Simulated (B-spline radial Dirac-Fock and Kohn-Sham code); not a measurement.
**Compton profile of Pm⁴⁰⁺**

System: Pm⁴⁰⁺ in the configuration [Ar] 3d3.

These are calculated numbers from a radial finite-basis atomic code; the model is the impulse approximation on configuration-average Dirac-Fock orbitals. pz is in atomic units of momentum; subshell profiles are per electron, for a selection of subshells; open shells are spread over both j values by their weights.

```csv
pz,J total,J 2p1/2,J 3p3/2,J 3d3/2,J 3d5/2
0,0.9056,0.0225,0.0582,0.0378,0.0383
0.5,0.9033,0.0225,0.0582,0.0378,0.0383
0.6,0.9023,0.0225,0.0582,0.0378,0.0383
0.8,0.8998,0.0225,0.0581,0.0378,0.0383
1,0.8966,0.0225,0.0581,0.0378,0.0383
1.2,0.8926,0.0225,0.0581,0.0378,0.0383
1.4,0.8880,0.0225,0.0580,0.0378,0.0383
1.6,0.8826,0.0225,0.0580,0.0378,0.0383
1.8,0.8765,0.0225,0.0579,0.0378,0.0383
2,0.8698,0.0225,0.0577,0.0378,0.0383
2.5,0.8500,0.0225,0.0571,0.0378,0.0383
3,0.8263,0.0225,0.0562,0.0378,0.0382
4,0.7683,0.0225,0.0528,0.0376,0.0380
5,0.6999,0.0224,0.0474,0.0371,0.0375
7,0.5524,0.0219,0.0326,0.0345,0.0348
10,0.3666,0.0205,0.0129,0.0264,0.0263
15,0.2013,0.0163,0.00294,0.0115,0.0113
20,0.1232,0.0113,0.00262,0.00401,0.00382
30,0.05012,0.00434,0.00130,0.000461,0.000419
40,0.02309,0.00153,0.000420,6.69e-05,5.79e-05
60,0.006788,0.000228,4.77e-05,3.06e-06,2.38e-06
100,0.001096,1.37e-05,1.81e-06,< 1e-6,< 1e-6
```

J(0) = 0.9056. The 3p3/2 subshell gives the largest part, 26 %.

Mean momentum ⟨p⟩ by subshell (a.u.): 1s1/2 58.8, 2s1/2 21.2, 2p1/2 28.1, 2p3/2 26.0, 3s1/2 11.4, 3p1/2 13.6, 3p3/2 13.0, 3d3/2 15.5, 3d5/2 15.3.
